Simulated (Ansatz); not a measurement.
# Correcting a cheap level on S-containing radicals

The atomisation energy (no zero-point term) in kJ/mol of 6 S-containing radicals: x at SPW92/def2-TZVPP, y at CCSD(T)/CBS estimate. Shapes, held fixed at every level: PBE0-D4/def2-TZVP. Flexible molecules stand in one conformer, not always the lowest. Programs: Ansatz 0.2.0.

```
                       molecule  x (kJ/mol)  y (kJ/mol)
    C2H5OS (SMILES [CH2]S(C)=O)        3674        3123
 C2H6AlS (SMILES [CH3][Al][S]C)        3882        3431
CH7SSi2 (SMILES C[SiH2]S[SiH2])        3937        3530
                     SiH(CH3)2S        4333        3865
                   Si(CH3)2(SH)        4350           ?
        C3H7S (SMILES CC(C)[S])        4630        4070
```

Q: Fit y = c + s·x to the known rows and predict y for Si(CH3)2(SH).

A: 
1. Means of the 5 rows: x = 4091.20, y = 3603.8.
2. Σ(Δx)² = 590371, Σ(Δx·Δy) = 562466, so the slope is 562466/590371 = 0.95273.
3. Intercept: 3603.8 − (0.95273) × 4091.20 = -294.0. The largest residual of the fit is 83.
4. Si(CH3)2(SH): -294.0 + 0.95273 × 4350 = 3850 kJ/mol.

CCSD(T)/CBS estimate gives 3856 kJ/mol, so the prediction is off by -6 kJ/mol, within the largest residual. Uncorrected, SPW92/def2-TZVPP misses Si(CH3)2(SH) by +494 kJ/mol, and the other rows by 487 on average. The line removes about 100 % of this miss, partly by chance. Left out in turn, the other rows are missed by 99 kJ/mol on average. Open shells run unrestricted. The CBS estimate extrapolates MP2 from def2-TZVPP and def2-QZVPP and adds CCSD(T) − MP2 in the triple-zeta set, cores frozen.
